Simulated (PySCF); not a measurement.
SMILES [CH]1C=CC=CC1 (C6H7), doublet at its PBE0/def2-SVP optimised geometry (Å):

```
13

C      0.8053    -1.2432    -0.0005
C     -0.5606    -1.1902    -0.0003
C     -1.2519     0.0475     0.0000
C     -0.5132     1.2575     0.0000
C      0.8538     1.2575     0.0000
C      1.6473    -0.0087     0.0002
H      1.3163    -2.2103    -0.0010
H     -1.1343    -2.1215    -0.0008
H     -2.3434     0.0687     0.0000
H     -1.0504     2.2103     0.0000
H      1.4019     2.2041     0.0000
H      2.3434    -0.0220    -0.8676
H      2.3421    -0.0223     0.8690
```

Level of theory: unrestricted PBE0/def2-TZVP (PySCF). Cells within 0.4 Å of a nucleus heavier than hydrogen are left out (blank, or x).

Map of the log10 of the electron density (e/bohr³), floored at −4 on the plane z = 0.0 Å:

```
|00000000000000000000000000000|
|00000000000000000000000000000|
|00000000001110000111000000000|
|00000000122222112222210000000|
|00000001234443323444321000000|
|00000012456655445566542100000|
|00000013467876556787653100000|
|00000023578987667899754200000|
|00000023578998888998754200000|
|000001245789xx999x98754210000|
|000123445789xx99xx98754321000|
|000234566789xx99xx98765432000|
|00124577889998888999876542100|
|0013568999xx9877889x987653200|
|001356899xxx876678xxx97653200|
|0013467889x99877889x987653200|
|00124567789999888999876543100|
|000124456789xx99xx98765432100|
|000012345789xx99xx98654321000|
|0000012457899999xx98653210000|
|00000124679998788998753200000|
|00000024579987667898653100000|
|00000023567766556787643100000|
|00000012455554445665432000000|
|00000001234433233444321000000|
|00000000122221112222210000000|
|00000000000000000111000000000|
|00000000000000000000000000000|
|00000000000000000000000000000|
```
Scale: ten equal steps from -4.00 (start of '0') to -0.416 (end of '9'), in the order '0123456789'; x runs from -4.50 to 4.50, y from -4.50 (bottom) to 4.50 (top).
